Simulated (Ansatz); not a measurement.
Consider the isomerisation: `ClC[SiH]1CC1` → `C[C@H]1C[Si@H]1Cl`.

Gas-phase electronic energies from Ansatz, PBE0-D4/def2-TZVP geometries. CCSD(T)/CBS is the MP2 limit (def2-TZVPP, def2-QZVPP) plus CCSD(T) − MP2 in def2-TZVPP, frozen cores. DFT in def2-TZVPP. B3LYP here is the variant with VWN-RPA as its local correlation; programs differ in this. Each species was taken in one conformer, which may not be the lowest.

| level | ΔE (kcal/mol) | difference from CCSD(T)/CBS |
| --- | --- | --- |
| PBE-D4 | -29.4 | 1.4 |
| r2SCAN-D4 | -31.0 | -0.2 |
| PBE0-D4 | -30.5 | 0.3 |
| B3LYP-D4 | -30.2 | 0.6 |
| ωB97X-V | -30.5 | 0.3 |
| ωB97M-V | -30.5 | 0.3 |
| B2PLYP | -30.5 | 0.3 |
| PBE | -29.1 | 1.7 |
| r2SCAN | -30.9 | -0.1 |
| PBE0 | -30.2 | 0.6 |
| B3LYP | -29.6 | 1.2 |
| HF/def2-TZVPP | -31.7 | -0.9 |
| MP2/def2-TZVPP | -32.0 | -1.2 |
| SCS-MP2/def2-TZVPP | -31.3 | -0.5 |
| CCSD/def2-TZVPP | -30.9 | -0.1 |
| CCSD(T)/def2-TZVPP | -30.6 | 0.2 |
| HF/def2-QZVPP | -31.7 | -0.9 |
| MP2/def2-QZVPP | -32.1 | -1.3 |
| SCS-MP2/def2-QZVPP | -31.5 | -0.7 |
| HF/CBS(def2) | -31.7 | -0.9 |
| MP2/CBS(def2) | -32.2 | -1.4 |
| CCSD/CBS(def2) | -31.1 | -0.3 |
| CCSD(T)/CBS | -30.8 | 0 |

Largest T1 diagnostic among the species: 0.010.

From PBE to PBE0 (25 % exact exchange), in def2-TZVPP and without D4, ΔE moves by −1.1 kcal/mol.

CCSD(T)/CBS has its own doubt, a few kJ/mol and more with outer-core shells, so smaller differences from it don't rank the levels.
